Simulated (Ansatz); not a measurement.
## Energy profile

The step: GeNH₄F ([NH2][GeH2][F]) → GeNH₃ ([NH][GeH2]) + HF; bonds formed: F2–H4; bonds broken: Ge1–F2, N3–H4 (atoms numbered as in the saddle structure below).

```json
{"atom": "Ge1", "x (Å)": "-0.5937", "y (Å)": "-0.2713", "z (Å)": "0.4285"}
{"atom": "F2", "x (Å)": "1.6856", "y (Å)": "-0.5022", "z (Å)": "0.0124"}
{"atom": "N3", "x (Å)": "-0.2604", "y (Å)": "0.5910", "z (Å)": "-1.0371"}
{"atom": "H4", "x (Å)": "1.1593", "y (Å)": "0.0435", "z (Å)": "-0.6769"}
{"atom": "H5", "x (Å)": "-0.7539", "y (Å)": "-1.7882", "z (Å)": "0.3749"}
{"atom": "H6", "x (Å)": "-0.8900", "y (Å)": "0.3301", "z (Å)": "1.8166"}
{"atom": "H7", "x (Å)": "-0.3468", "y (Å)": "1.5973", "z (Å)": "-0.9183"}
```

Electronic energies by CCSD(T) at an estimated basis limit (MP2 extrapolated from triple and quadruple zeta, plus CCSD(T) − MP2 in triple zeta), on PBE0-D4/def2-TZVP structures; GeNH$_{4}$F, singlet; no counterpoise correction. Computed with Ansatz 0.2.0 (basis: def2-TZVPP and def2-QZVPP); correlated methods freeze the cores. Filled d shells of the heavier atoms are correlated. The def2 sets are not built for correlating such inner shells, so the correlated values are less sure here. Extrapolation: Hartree–Fock as exp(−7.88 √X), correlation as X^−2.97.

**Question.** Give the profile in kJ/mol, counted from the start structure. (An estimate is asked for; the value comes from the calculation.)

**Answer.** Computed:
| point | kJ/mol |
| --- | --- |
| start structure | 0.0 |
| saddle | 275.8 |
| end structure | 235.1 |
| separated: GeNH$_{3}$ (linked as [NH][GeH2]; Ge1, N3, H5, H6, H7; singlet) + HF (F2, H4; singlet) | 288.4 |

The T1 diagnostic stays at or below 0.019. The restricted Hartree–Fock reference is unstable towards an unrestricted one at one or more of these structures.

For scale, one of the runs: CCSD(T)/def2-TZVPP, 166 basis functions, launched by `ansatz run in.yaml --threads 2 --pin off --events-out ev --progress --plain --max-ram 4352MiB`. Hardware: 2 CPU threads of an Arm Neoverse V1, shared host. Wall time 56 s; peak host memory 1.4 GiB.
